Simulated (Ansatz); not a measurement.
Born–Oppenheimer molecular dynamics of C3H9FOSi (15 atoms, charge 0, multiplicity 1). It starts from a relaxed structure.

Level of theory: UHF/STO-3G in Ansatz.

- ensemble: NVE (velocity Verlet)
- time step: 0.5 fs
- steps asked: 266
- starting velocities drawn for: 700 K
- seed: 200944

First frame:

```xyz
15
Properties=species:S:1:pos:R:3
C 0.203 -0.842 1.915
Si 1.102 -0.564 0.314
F 1.968 0.802 0.400
C -0.066 -0.445 -1.141
C -0.684 0.963 -1.298
O -1.219 1.362 -0.027
H -0.517 -0.056 2.101
H -0.331 -1.782 1.897
H 0.890 -0.871 2.750
H 2.008 -1.643 0.090
H 0.449 -0.695 -2.062
H -0.866 -1.167 -1.023
H -1.466 0.950 -2.068
H 0.087 1.668 -1.633
H -1.581 2.270 -0.186
```

Task: How far do the bonds stretch over the last three quarters of this one trajectory? (Pairs bonded in most of those frames.)

Result: 
| bond | mean (Å) | spread (Å) | shortest | longest |
| --- | --- | --- | --- | --- |
| C1–Si2 | 1.867 | 0.038 | 1.79 | 1.92 |
| C1–H7 | 1.087 | 0.042 | 1.02 | 1.15 |
| C1–H8 | 1.084 | 0.022 | 1.04 | 1.13 |
| C1–H9 | 1.084 | 0.014 | 1.05 | 1.12 |
| Si2–F3 | 1.621 | 0.027 | 1.58 | 1.68 |
| Si2–C4 | 1.876 | 0.029 | 1.83 | 1.93 |
| Si2–H10 | 1.429 | 0.024 | 1.39 | 1.46 |
| C4–C5 | 1.549 | 0.032 | 1.50 | 1.61 |
| C4–H11 | 1.088 | 0.023 | 1.04 | 1.13 |
| C4–H12 | 1.087 | 0.022 | 1.05 | 1.13 |
| C5–O6 | 1.443 | 0.043 | 1.37 | 1.53 |
| C5–H13 | 1.101 | 0.015 | 1.07 | 1.13 |
| C5–H14 | 1.099 | 0.009 | 1.08 | 1.12 |
| O6–H15 | 0.991 | 0.012 | 0.97 | 1.01 |

Mean temperature of the second half: 360 K. The conserved energy stayed within 0.42 meV per atom of its start (net change 0.19 meV per atom), so the integration is sound. The temperature averaged 0.51 of the 700 K drawn at the start: a run that starts near a minimum puts about half its kinetic energy into the potential. A run of 0.13 ps of so small a system gives no equilibrium averages. Limits of this set-up: minimal basis.

The run took 5.4 min on 1 thread of Arm Neoverse V2 (shared host), peak memory 0.22 GiB.
